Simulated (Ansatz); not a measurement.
Ansatz (a first-principles code) input file for C3H3F4, SMILES F[C](F)CC(F)F (connectivity only; charge and spin as stated), charge +1, multiplicity 1, PBE-D3(BJ)/def2-SVP. 

Ansatz 0.2 input:
```yaml
crystal:
  periodic: [false, false, false]
  atoms:
    - {symbol: F, position_ang: [1.63657747, -0.29373407, -1.03765614]}
    - {symbol: C, position_ang: [1.23002312, -0.10127743, 0.12322375]}
    - {symbol: F, position_ang: [1.94846605, 0.65919758, 0.80461305]}
    - {symbol: C, position_ang: [-0.00233701, -0.65750793, 0.61357722]}
    - {symbol: C, position_ang: [-1.24011999, 0.25994646, 0.20550811]}
    - {symbol: F, position_ang: [-1.10106944, 0.57248659, -1.08142412]}
    - {symbol: F, position_ang: [-2.31605589, -0.47176187, 0.39279605]}
    - {symbol: H, position_ang: [-0.18499112, -1.62174207, 0.11161259]}
    - {symbol: H, position_ang: [0.02379208, -0.75604676, 1.70875362]}
    - {symbol: H, position_ang: [-1.27546121, 1.17512802, 0.82081979]}
basis:
  gaussian:
    orbitals: def2-SVP
hamiltonian:
  xc: pbe
  dispersion: d3bj
total_charge: 1
relax: {f_tol: 0.002, max_steps: 200}
```

Log of the run:

```
WARN ansatz: RAYON_NUM_THREADS=1 ignored (pool sized by the plan → 1); use --threads N
Functional definition: PBE
integrals: 0.06 GiB planned
1240 factors; their error is unknown
mean field: 0.32 GiB planned
mean field evaluation 1: about -13984.4274 eV, gradient 6.9e1 eV
mean field evaluation 2: about -13951.8075 eV, gradient 1.3e2 eV
mean field evaluation 4: about -13993.0792 eV, gradient 7.3e0 eV
mean field evaluation 8: about -13993.2265 eV, gradient 1.7e-1 eV
mean field evaluation 16: about -13993.1479 eV, gradient 2.2e-3 eV
mean field -13993.14793065 eV, -514.2387015552 hartree, gradient 6.4e-5 eV, S^2 0.000000; 0 other end points of the search recorded, 0 dependent functions left out
the calculation of the forces begins
reference -13993.14795284 eV, -514.2387023706 hartree; 28, 28 occupied and 85, 85 virtual orbitals, 1240 factors
relax step   1: F+E_penalty+E_count = -13993.32035077 eV  Δ(F+E_penalty+E_count) = +0.000e0 eV  max|allowed force component| = 1.269e0 eV/Å  Δτ_max = 0.0000 Å  (30 SCF iters, accepted)
these checks for a lower state are left out or cut short: starts, cluster_reference, orbital_swaps, neighbouring_geometries, increment
integrals: 0.06 GiB planned
1240 factors; their error is unknown
mean field: 0.32 GiB planned
mean field -13993.19094038 eV, -514.2402821334 hartree, gradient 2.5e-5 eV, S^2 0.000000; 0 other end points of the search recorded, 0 dependent functions left out
the calculation of the forces begins
reference -13993.19096256 eV, -514.2402829486 hartree; 28, 28 occupied and 85, 85 virtual orbitals, 1240 factors
relax step   2: F+E_penalty+E_count = -13993.36249652 eV  Δ(F+E_penalty+E_count) = -4.215e-2 eV  max|allowed force component| = 5.021e-1 eV/Å  Δτ_max = 0.0200 Å  (31 SCF iters, accepted)
these checks for a lower state are left out or cut short: starts, cluster_reference, orbital_swaps, neighbouring_geometries, increment
integrals: 0.06 GiB planned
1240 factors; their error is unknown
mean field: 0.32 GiB planned
mean field evaluation 32: about -13993.1968 eV, gradient 1.4e-3 eV
mean field -13993.19675129 eV, -514.2404956803 hartree, gradient 2.5e-5 eV, S^2 0.000000; 0 other end points of the search recorded, 0 dependent functions left out
the calculation of the forces begins
reference -13993.19677329 eV, -514.2404964889 hartree; 28, 28 occupied and 85, 85 virtual orbitals, 1240 factors
relax step   3: F+E_penalty+E_count = -13993.36756828 eV  Δ(F+E_penalty+E_count) = -5.072e-3 eV  max|allowed force component| = 2.667e-1 eV/Å  Δτ_max = 0.0241 Å  (30 SCF iters, accepted)
these checks for a lower state are left out or cut short: starts, cluster_reference, orbital_swaps, neighbouring_geometries, increment
integrals: 0.06 GiB planned
1240 factors; their error is unknown
mean field: 0.32 GiB planned
mean field -13993.20048534 eV, -514.2406329042 hartree, gradient 2.5e-5 eV, S^2 0.000000; 0 other end points of the search recorded, 0 dependent functions left out
the calculation of the forces begins
reference -13993.20050746 eV, -514.2406337170 hartree; 28, 28 occupied and 85, 85 virtual orbitals, 1240 factors
relax step   4: F+E_penalty+E_count = -13993.37139164 eV  Δ(F+E_penalty+E_count) = -3.823e-3 eV  max|allowed force component| = 9.474e-2 eV/Å  Δτ_max = 0.0149 Å  (31 SCF iters, accepted)
these checks for a lower state are left out or cut short: starts, cluster_reference, orbital_swaps, neighbouring_geometries, increment
integrals: 0.06 GiB planned
1240 factors; their error is unknown
mean field: 0.32 GiB planned
mean field -13993.20103008 eV, -514.2406529232 hartree, gradient 2.5e-5 eV, S^2 0.000000; 0 other end points of the search recorded, 0 dependent functions left out
the calculation of the forces begins
reference -13993.20105226 eV, -514.2406537381 hartree; 28, 28 occupied and 85, 85 virtual orbitals, 1240 factors
relax step   5: F+E_penalty+E_count = -13993.37189206 eV  Δ(F+E_penalty+E_count) = -5.004e-4 eV  max|allowed force component| = 4.580e-2 eV/Å  Δτ_max = 0.0129 Å  (31 SCF iters, accepted)
these checks for a lower state are left out or cut short: starts, cluster_reference, orbital_swaps, neighbouring_geometries, increment
integrals: 0.06 GiB planned
1240 factors; their error is unknown
mean field: 0.32 GiB planned
mean field -13993.20125593 eV, -514.2406612231 hartree, gradient 2.5e-5 eV, S^2 0.000000; 0 other end points of the search recorded, 0 dependent functions left out
the calculation of the forces begins
reference -13993.20127810 eV, -514.2406620377 hartree; 28, 28 occupied and 85, 85 virtual orbitals, 1240 factors
relax step   6: F+E_penalty+E_count = -13993.37213879 eV  Δ(F+E_penalty+E_count) = -2.467e-4 eV  max|allowed force component| = 1.466e-2 eV/Å  Δτ_max = 0.0035 Å  (33 SCF iters, accepted)
these checks for a lower state are left out or cut short: starts, cluster_reference, orbital_swaps, neighbouring_geometries, increment
integrals: 0.06 GiB planned
1240 factors; their error is unknown
mean field: 0.32 GiB planned
mean field -13993.20133839 eV, -514.2406642534 hartree, gradient 2.5e-5 eV, S^2 0.000000; 0 other end points of the search recorded, 0 dependent functions left out
the calculation of the forces begins
reference -13993.20136058 eV, -514.2406650688 hartree; 28, 28 occupied and 85, 85 virtual orbitals, 1240 factors
relax step   7: F+E_penalty+E_count = -13993.37220266 eV  Δ(F+E_penalty+E_count) = -6.387e-5 eV  max|allowed force component| = 1.668e-2 eV/Å  Δτ_max = 0.0068 Å  (32 SCF iters, accepted)
these checks for a lower state are left out or cut short: starts, cluster_reference, orbital_swaps, neighbouring_geometries, increment
integrals: 0.06 GiB planned
1240 factors; their error is unknown
mean field: 0.32 GiB planned
mean field evaluation 64: about -13993.2819 eV, gradient 1.5e-3 eV
mean field -13993.20144443 eV, -514.2406681500 hartree, gradient 2.5e-5 eV, S^2 0.000000; 0 other end points of the search recorded, 0 dependent functions left out
the calculation of the forces begins
reference -13993.20146664 eV, -514.2406689666 hartree; 28, 28 occupied and 85, 85 virtual orbitals, 1240 factors
relax step   8: F+E_penalty+E_count = -13993.37227946 eV  Δ(F+E_penalty+E_count) = -7.680e-5 eV  max|allowed force component| = 1.006e-2 eV/Å  Δτ_max = 0.0093 Å  (32 SCF iters, accepted)
these checks for a lower state are left out or cut short: starts, cluster_reference, orbital_swaps, neighbouring_geometries, increment
integrals: 0.06 GiB planned
1240 factors; their error is unknown
mean field: 0.32 GiB planned
mean field -13993.20147636 eV, -514.2406693236 hartree, gradient 2.5e-5 eV, S^2 0.000000; 0 other end points of the search recorded, 0 dependent functions left out
the calculation of the forces begins
reference -13993.20149859 eV, -514.2406701406 hartree; 28, 28 occupied and 85, 85 virtual orbitals, 1240 factors
relax step   9: F+E_penalty+E_count = -13993.37229256 eV  Δ(F+E_penalty+E_count) = -1.310e-5 eV  max|allowed force component| = 3.698e-3 eV/Å  Δτ_max = 0.0042 Å  (32 SCF iters, accepted)
these checks for a lower state are left out or cut short: starts, cluster_reference, orbital_swaps, neighbouring_geometries, increment
integrals: 0.06 GiB planned
1240 factors; their error is unknown
mean field: 0.32 GiB planned
mean field -13993.20148287 eV, -514.2406695629 hartree, gradient 7.7e-6 eV, S^2 0.000000; 0 other end points of the search recorded, 0 dependent functions left out
the calculation of the forces begins
reference -13993.20150511 eV, -514.2406703802 hartree; 28, 28 occupied and 85, 85 virtual orbitals, 1240 factors
relax step  10: F+E_penalty+E_count = -13993.37229526 eV  Δ(F+E_penalty+E_count) = -2.700e-6 eV  max|allowed force component| = 2.760e-3 eV/Å  Δτ_max = 0.0014 Å  (24 SCF iters, accepted)
these checks for a lower state are left out or cut short: starts, cluster_reference, orbital_swaps, neighbouring_geometries, increment
integrals: 0.06 GiB planned
1240 factors; their error is unknown
mean field: 0.32 GiB planned
mean field -13993.20148277 eV, -514.2406695592 hartree, gradient 5.1e-5 eV, S^2 0.000000; 0 other end points of the search recorded, 0 dependent functions left out
the calculation of the forces begins
reference -13993.20150501 eV, -514.2406703764 hartree; 28, 28 occupied and 85, 85 virtual orbitals, 1240 factors
relax step  11: F+E_penalty+E_count = -13993.37229637 eV  Δ(F+E_penalty+E_count) = -1.105e-6 eV  max|allowed force component| = 1.478e-3 eV/Å  Δτ_max = 0.0005 Å  (20 SCF iters, accepted)
integrals: 0.06 GiB planned
1240 factors; their error is unknown
mean field: 0.32 GiB planned
mean field evaluation 96: about -13993.2817 eV, gradient 1.7e-1 eV
mean field -13993.20148277 eV, -514.2406695592 hartree, gradient 5.1e-5 eV, S^2 0.000000; 1 other end points of the search recorded, 0 dependent functions left out
the calculation of the forces begins
reference -13993.20150501 eV, -514.2406703764 hartree; 28, 28 occupied and 85, 85 virtual orbitals, 1240 factors
Total energy: -13993.37231860 eV, -514.2469476603 hartree
Atom 0 at     1.669278    -0.280047    -1.047039 Å, force    -0.000217    -0.000588     0.000065 eV/Å
Atom 1 at     1.249115    -0.108905     0.135403 Å, force    -0.000019     0.001292     0.000832 eV/Å
Atom 2 at     1.968079     0.666897     0.837621 Å, force    -0.000054    -0.000187    -0.000263 eV/Å
Atom 3 at     0.011786    -0.668576     0.606939 Å, force    -0.000668    -0.000765    -0.001478 eV/Å
Atom 4 at    -1.258618     0.268407     0.195699 Å, force     0.001100     0.000188     0.001139 eV/Å
Atom 5 at    -1.150483     0.552516    -1.109536 Å, force    -0.000601     0.000125    -0.000254 eV/Å
Atom 6 at    -2.337323    -0.465341     0.436661 Å, force     0.000569     0.000374    -0.000300 eV/Å
Atom 7 at    -0.185119    -1.630203     0.089570 Å, force     0.000286    -0.000121     0.000273 eV/Å
Atom 8 at     0.012186    -0.769209     1.709894 Å, force    -0.000046    -0.000084     0.000335 eV/Å
Atom 9 at    -1.260077     1.199150     0.806611 Å, force    -0.000351    -0.000234    -0.000349 eV/Å
Dipole moment:     0.524270    -0.137447     0.473681 e Å
```

The run converged.

Cost: roughly 50 core-seconds.
